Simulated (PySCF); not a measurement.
**Interval between two levels of La²⁺ by level of theory**

La²⁺ [Xe] 5d1 [2D5/2, M_J = 5/2] → La²⁺ [Xe] 6p1 [2P3/2, M_J = 3/2], as a difference of total energies. All numbers are calculated (PySCF 2.14, the two-component X2C-1e Hamiltonian, in x2c-TZVPall-2c with one added diffuse shell each of s, p, d type (12s12p11d2f, 117 functions)). Correlated levels: [Ar] 3d10 frozen; the 18 highest virtual spinors dropped. "Screened" scales the spin-orbit matrix elements by Boettger's factors to mimic the two-electron term; Breit and QED terms are absent.

```json
{"method": "GHF (screened spin-orbit)", "interval between two levels (cm⁻¹)": "40166"}
{"method": "GMP2 (screened spin-orbit)", "interval between two levels (cm⁻¹)": "39148"}
```
